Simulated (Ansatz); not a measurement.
**A barrier at the coupled-cluster level**

Start structure (SiH3BrCl2, singlet), relaxed at PBE0-D4/def2-TZVP:

Si1  (-0.410, -0.737, 0.477)
H2  (-0.491, 0.383, 1.430)
Cl3  (-1.191, -0.111, -1.316)
Cl4  (-1.528, -2.288, 1.187)
H5  (0.965, -1.213, 0.238)
H6  (0.773, 1.764, -1.398)
Br7  (1.881, 2.202, -0.619)
(Å)

The step: SiH₂Cl₂ ([Cl][SiH2][Cl]) + HBr → SiHBrCl₂ ([Cl][SiH]([Cl])[Br]) + H₂; bonds formed: Si1–Br7, H2–H6; bonds broken: Si1–H2, H6–Br7. Computed with Ansatz 0.2.0 (basis: def2-TZVPP and def2-QZVPP); correlated methods freeze the cores. Filled d shells of the heavier atoms are correlated. The def2 sets are not built for correlating such inner shells, so the correlated values are less sure here. Extrapolation: Hartree–Fock as exp(−7.88 √X), correlation as X^−2.97. Energies below are by CCSD(T) at an estimated basis limit (MP2 extrapolated from triple and quadruple zeta, plus CCSD(T) − MP2 in triple zeta).

**Question.** What are the electronic barrier and the energy of the step, from the start structure to the end structure? (An estimate is asked for; the value comes from the calculation.)

**Answer.** By the calculation: Barrier 1.707 eV; step energy -0.680 eV (downhill); reverse barrier, their difference, 2.387 eV. Barrier and step energy count from the start structure, the reverse barrier from the end structure.

The saddle point: One imaginary mode of 746i cm⁻¹.
```csv
pair,start (Å),saddle (Å),end (Å)
Si1–Br7,3.88,2.63,2.20
H2–H6,3.39,0.92,0.75
Si1–H2,1.47,1.68,3.94
H6–Br7,1.42,1.84,3.53
```

Zero-point energy (harmonic, PBE0-D4): ZPE is 0.747 eV at the start and 0.742 eV at the saddle, so the barrier goes from 1.707 to 1.702 eV.

The T1 diagnostic stays at or below 0.010.

Labels in which every atom is bracketed show which atoms are joined, not bond orders.

For scale, one of the runs: CCSD(T)/def2-TZVPP, 216 basis functions, launched by `ansatz run in.yaml --threads 4 --pin off --events-out ev --progress --plain --max-ram 9574MiB`. Hardware: 4 CPU threads of an Arm Neoverse V1, shared host. Wall time 110 s; peak host memory 2.9 GiB.
